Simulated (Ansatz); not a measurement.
Species: H3FGe, SMILES `[F][GeH3]` (charge 0, multiplicity 1).

Question: Give a relaxed geometry from r2SCAN-D4/def2-TZVP (Ansatz, a quantum-chemistry and plane-wave program).

Answer: the end point of this relaxation (outside a Z-matrix the atoms follow the SMILES, hydrogens last).
Z-matrix (Å, degrees):
```
Ge
F 1 1.7425
H 1 1.5302 2 106.17
H 1 1.5302 3 112.56 2 115.76
H 1 1.5302 3 112.56 4 128.49
```
